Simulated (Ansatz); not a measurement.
HgBr2. Charge 0, multiplicity 1. Geometry PBE-D4/def2-TZVP, basis def2-TZVP, Ansatz.

| run | HOMO (eV) | LUMO (eV) |
| --- | --- | --- |
| A | -10.73 | -0.60 |
| B | -9.49 | -1.73 |
| C | -7.47 | -3.38 |
| D | -6.98 | -3.41 |
| E | -8.01 | -3.01 |
| F | -8.41 | -2.64 |

In the def2 sets Hg takes a core potential; there is no spin–orbit coupling. HSE06 is defined as in plane-wave codes, on full-range PBE exchange.

Task: The runs used BHLYP, BLYP, HSE06, PBE0, r2SCAN, ωB97X-V. Estimate which is which.

Result: A ωB97X-V (range-separated); B BHLYP (50 % exact exchange); C r2SCAN (0 % exact exchange); D BLYP (0 % exact exchange); E HSE06 (range-separated); F PBE0 (25 % exact exchange). Exact exchange lowers occupied and raises empty levels; among semilocal functionals meta-GGAs tend to open the gap a little, and such runs are hard to tell apart. The gap grows from 3.57 eV (BLYP) to 10.13 eV (ωB97X-V).
